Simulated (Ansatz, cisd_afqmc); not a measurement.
System: Ge2, charge 0, triplet. Ge2 (SMILES [Ge]=[Ge], triplet).
B3LYP-D3(BJ)/def2-TZVP minimum from Ansatz (a quantum-chemistry and plane-wave program):
```xyz
2

Ge     0.0000     0.0000    -1.2033
Ge     0.0000     0.0000     1.2033
```
Charge 0, spin multiplicity 3.

Atomisation energy term by term, kcal/mol (programs: Ansatz, cisd_afqmc). Open shells are spin-unrestricted; no spin-orbit coupling. Correlated methods leave the cores frozen (noble-gas shells, and filled d and f shells in the p block). No relativity. AFQMC/CISD: phaseless, guided by CISD from CCSD amplitudes; bars are statistical, one sigma. Outlying blocks are dropped, and bars are widened where a walk drifts. Over all cases where full CI ran beside it in this data, AFQMC minus full CI had a median of +0.1 mEh and passed +0.4 mEh in a tenth of the cases. CBS(X,Y): correlation extrapolated as X^-3, Hartree-Fock from the larger set (Q,5: extrapolated as (X+1)exp(-9√X)). A bracket is a step between two methods taken in the basis named.

```csv
term,basis,kcal/mol
Hartree-Fock,"CBS(cc-pVQZ,cc-pV5Z)",30.87
CCSD correlation,"CBS(cc-pVQZ,cc-pV5Z)",30.11
(T),"CBS(cc-pVQZ,cc-pV5Z)",4.35
CCSDT(Q) - CCSD(T),cc-pVQZ,0.72
CCSDTQ - CCSDT(Q),cc-pVDZ,0.03
sum: De,,66.1
```

The step beyond CCSD(T) by other levels: CCSDTQ in cc-pVDZ 0.87; AFQMC/CISD in cc-pVDZ -0.22 ± 0.25; CCSDT(Q) in cc-pVDZ 0.83; AFQMC/CISD in cc-pVTZ 0.03 ± 0.26; CCSDT(Q) in cc-pVTZ 0.74 kcal/mol.
